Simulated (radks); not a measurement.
The arsenic ion As23+, 10 electrons, occupied as [Ne].

All-electron calculation, non-relativistic Kohn-Sham, PBE, spin-polarised, spherical densities, point nucleus. Program: a radial shooting solver on a logarithmic mesh with Libxc functionals.

Energy parts (eV):
part                       energy
total                  -51814.059
kinetic                 51802.632
electron-nucleus      -110634.598
Hartree                  8443.200
exchange-correlation    -1425.294

Orbitals (lengths in bohr, moments of r in powers of bohr):
1s: occ. 2; eigenvalue (eV) -12585.24; <r^4> 0.00002102
2s: occ. 2; eigenvalue (eV) -2433.272; <r^4> 0.003913
2p: occ. 6; eigenvalue (eV) -2292.023; <r^4> 0.002680
3s: occ. 0; eigenvalue (eV) -965.6326; <r^4> 0.1105
3p: occ. 0; eigenvalue (eV) -920.2215; <r^4> 0.1016

The highest occupied level is 2p at -2292.0 eV. Virial ratio -V/T = 2.00022. The density falls to 0.001 e/bohr^3 at r = 0.70 bohr.
